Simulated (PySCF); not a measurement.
CHO2, SMILES [OH+]=C=O, charge +1. The structure is a stationary point at PBE0-D3(BJ)/def2-TZVP. The isomer is the one that the SMILES or the coordinates give; other isomers of the formula were not compared.

TDA-PBE/def2-TZVPD run with PySCF puts the lowest singlet excitations at 8.30, 9.37, 9.77, 10.09, 10.51, 11.65 eV.

**Question.** What are the lowest excitation roots from PySCF 2.14.0 with ADC(2)/aug-cc-pVDZ? (Estimate from the structure and the level; the computed values follow.)

**Answer.** 8.83, 9.84, 10.22, 10.65, 11.22, 12.21 eV. S1 differs by 0.54 eV (second minus first; roots are paired by order, and the bases may differ).
